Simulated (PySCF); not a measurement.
# Ni: ionisation energy

Ni [Ar] 3d8 4s2 (3F) → Ni⁺ [Ar] 3d9 (2D), as a difference of total energies. Computed with PySCF 2.14 in def2-TZVP (6s4p4d1f, 45 functions), with no relativity, point nucleus. Correlated levels: valence: [Ar] frozen. The calculations carry no spin-orbit coupling.

Q: Order these methods by the ionisation energy they give, lowest first.
A. BP86
B. MP2 (valence)
C. UHF
D. SCS-MP2 (valence)

A: B (6.403 eV), D (6.635 eV), A (7.311 eV), C (7.700 eV).

These non-relativistic numbers lack the scalar-relativistic shift.

The reference lies between the lowest fine-structure levels, while these numbers refer to the centres of the terms.

Errors of the correlated levels include the incompleteness of this basis and the frozen core.

MP2 underrates the near-degeneracy of ns² with np² in the lower species.

For comparison: 7.640 eV (measured; NIST Atomic Spectra Database, ionization energies).
